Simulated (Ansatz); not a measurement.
Cost and result for the atomization energy of CH$_{5}$ClSeSn, SMILES `C[Se][SnH2][Cl]` (9 atoms, 8 bonds).

Cartesian coordinates in Å:
```
C -0.681 0.075 -1.547
Se 1.016 0.825 -0.915
Sn 0.877 -0.111 1.401
Cl -1.095 0.705 2.364
H -0.809 0.444 -2.564
H -1.500 0.429 -0.925
H -0.641 -1.012 -1.556
H 0.658 -1.801 1.397
H 2.176 0.445 2.346
```

Charge 0, multiplicity 1. Correlated methods include outer-core shells of Se, Sn, which these sets cover unevenly. Scalar relativity is left out up to krypton. Sn takes the def2 core potential. Geometry: relaxed with PBE0-D4/def2-TZVP. It is one conformer, not always the lowest. Program: Ansatz. All runs use 4 threads of a server CPU on a shared host. Times are those of one run each, without the atoms' runs, and a repeat can differ threefold. Electronic energies, without spin–orbit coupling; frozen cores. CCSD(T)/CBS adds CCSD(T) − MP2 in def2-TZVPP to the MP2 limit, and its time is that of the two runs behind it. T1 = 0.011. With those shells the extrapolation isn't a true limit. B3LYP takes the VWN-RPA correlation (the form of Gaussian; ORCA's B3LYP/G). HSE06 is the plane-wave form, built on full-range PBE exchange.

CCSD(T)/CBS is a level of theory with its own doubt, some kJ/mol a heavy atom from the limit and from the frozen cores, so smaller differences don't rank the functionals.

| level | functions | wall time | atomization (kcal/mol) | difference from CCSD(T)/CBS | per bond |
| --- | --- | --- | --- | --- | --- |
| LDA (SPW92)/def2-TZVPP | 241 | 2.2 s | 728.7 | 83.7 | 10.5 |
| revPBE-D4/def2-TZVPP | 241 | 2.8 s | 629.1 | -15.9 | -2.0 |
| PBE-D4/def2-TZVPP (with forces) | 241 | 3.3 s | 644.5 | -0.5 | -0.1 |
| PBE0-D4/def2-TZVPP | 241 | 4.9 s | 637.4 | -7.6 | -0.9 |
| BHLYP-D4/def2-TZVPP | 241 | 5.5 s | 622.3 | -22.7 | -2.8 |
| HSE06-D4/def2-TZVPP | 241 | 6 s | 637.5 | -7.5 | -0.9 |
| B3LYP-D4/def2-TZVPP (with forces) | 241 | 7.5 s | 634.9 | -10.1 | -1.3 |
| ωB97X-V/def2-TZVPP | 241 | 12 s | 643.2 | -1.8 | -0.2 |
| CCSD(T)/def2-SVP | 115 | 13 s | 593.6 | -51.4 | -6.4 |
| ωB97M-V/def2-TZVPP (with forces) | 241 | 17 s | 637.4 | -7.6 | -0.9 |
| MP2/def2-QZVPP | 448 | 30 s | 637.4 | -7.6 | -0.9 |
| CCSD(T)/def2-TZVPP | 241 | 5.6 min | 624.3 | -20.7 | -2.6 |
| CCSD(T)/CBS(def2) | – | 6.1 min | 645.0 | 0.0 | 0.0 |

From BLYP to BHLYP (50 % exact exchange), in def2-TZVPP and without D4, the atomization energy moves by −4.9 kcal/mol: exact exchange takes away binding that semilocal exchange gives to molecules. The D4 term adds +9.4 kcal/mol with B3LYP and +5.0 kcal/mol with PBE0; it sums over pairs of atoms, weighted by their polarisabilities, and B3LYP, whose exchange is more repulsive, gets the larger term. At CCSD(T), def2-SVP lies −51.3 kcal/mol from the extrapolated value and def2-TZVPP −20.6 kcal/mol: correlation converges slowly with the basis, and small sets miss more of it in the bonded molecule than in its fragments.

Spin–orbit coupling would lower the free Sn atoms strongly, and the atomization energy with them, by more than many differences here. For some Ge, Se and Sn compounds the MP2-based and the directly extrapolated limit differ by 10 to 25 kJ/mol.
